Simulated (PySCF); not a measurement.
Match the calculated data to a structure.

All candidates are C4H5OPS.

| technique | computed result |
| --- | --- |
| Polarisability | 92.9 au [PBE0/def2-SVPD] |
| Rotational structure | rotational constants A, B, C: 4.228, 1.397, 1.057 GHz [GFN2-xTB] |
| 1H NMR | chemical shifts (computed TMS as zero) by class: 7.83 (1 H), 7.25 (1 H), 4.07 (3 H) ppm [GIAO PBE0/pcSseg-1] |
| UV, strongest line | among the 8 lowest singlet transitions: S7 at 6.19 eV (200 nm, f = 0.299) [TDDFT PBE0/def2-SVPD] |
| Dipole | 2.65 D [PBE0/def2-SVPD] |
| Triplet | lowest triplet excitation (Tamm–Dancoff): 2.93 eV [TDA PBE0/def2-SVPD] |
| NMR, other nuclei | isotropic shieldings of nuclei other than C and H, by class: 214 (1 O), 86 (1 P), 235 (1 S) ppm [GIAO PBE0/pcSseg-1] |
| 13C NMR | chemical shifts (computed TMS as zero) by class: 184.3 (1 C), 151.8 (1 C), 124.4 (1 C), 61.4 (1 C) ppm [GIAO PBE0/pcSseg-1] |
| UV, first state | lowest singlet excitation: 4.62 eV (268 nm, f = 0.051) [TDDFT PBE0/def2-SVPD] |

Electronic properties: PySCF, gas phase, density fitting. Levels stand in brackets. The structure is a single GFN2-xTB conformer in the gas phase; no vibrational or solvent corrections. NMR values are class means; diastereotopic atoms form classes of their own.

Problem. Which candidate is it?
A. `COc1cpcs1`
B. `CSc1occp1`
C. `COc1pccs1`
D. `CSc1cocp1`

Solution. A. It is `COc1cpcs1`. Numbering: `[CH3:1][O:2][c:3]1[cH:4][p:5][cH:6][s:7]1`. 4 carbons fall into 4 classes; from least to most shielded: aromatic carbon bearing oxygen [C3] (184.3 ppm), aromatic CH next to a ring sulfur [C6] (151.8 ppm), aromatic CH carbon [C4] (124.4 ppm), methoxy carbon [C1] (61.4 ppm). Hydrogen classes from least to most shielded: 1 H on an aromatic CH next to a ring sulfur, C6 (7.83 ppm), 1 H on an aromatic CH carbon, C4 (7.25 ppm), 3 H on a methoxy carbon, C1 (4.07 ppm, a mean of values up to 0.6 ppm apart in this geometry). The other shieldings belong to: 214 ppm, aryl ether oxygen [O2]; 86 ppm, phosphorus bonded to 2 C [P5]; 235 ppm, thiophene-type sulfur [S7]. S1 is mainly HOMO→LUMO (weight 0.90); the largest Löwdin shares of the orbital it empties are 0.30 on the aromatic CH next to a ring sulfur, 0.16 on the phosphorus bonded to 2 C, 0.15 on the aryl ether oxygen and 0.14 on the aromatic carbon bearing oxygen, of the orbital it fills 0.34 on the phosphorus bonded to 2 C, 0.26 on the aromatic CH next to a ring sulfur, 0.19 on the thiophene-type sulfur and 0.08 on the aromatic carbon bearing oxygen. By its constants the optimised geometry is an asymmetric top.

The others, at the same levels:
- `CSc1cocp1` fails: its computed 13C shifts are 187.5 (1 C), 153.7 (1 C), 146.9 (1 C), 24.0 (1 C) ppm, 1H shifts are 8.91 (1 H), 8.04 (1 H), 2.61 (3 H) ppm and rotational constant A is 3.946 GHz (against 4.228 GHz).
- `CSc1occp1` fails: its computed 13C shifts are 210.0 (1 C), 153.1 (1 C), 130.7 (1 C), 23.2 (1 C) ppm, 1H shifts are 8.02 (1 H), 7.23 (1 H), 2.59 (3 H) ppm and rotational constant A is 3.893 GHz (against 4.228 GHz).
- `COc1pccs1` fails: its computed 13C shifts are 220.6 (1 C), 148.4 (1 C), 125.7 (1 C), 62.5 (1 C) ppm, rotational constant A is 3.183 GHz (against 4.228 GHz) and smallest rotational constant is 1.133 GHz (against 1.057 GHz).

Each candidate is one conformer, not necessarily the lowest. The conformers computed, where there is a choice (atom-mapped SMILES and torsion angles):
- `[CH3:1][O:2][c:3]1[cH:4][p:5][cH:6][s:7]1`: C1–O2–C3–C4 180°
- `[CH3:1][S:2][c:3]1[cH:4][o:5][cH:6][p:7]1`: C1–S2–C3–C4 180°
- `[CH3:1][S:2][c:3]1[o:4][cH:5][cH:6][p:7]1`: C1–S2–C3–O4 180°
- `[CH3:1][O:2][c:3]1[p:4][cH:5][cH:6][s:7]1`: C1–O2–C3–P4 180°
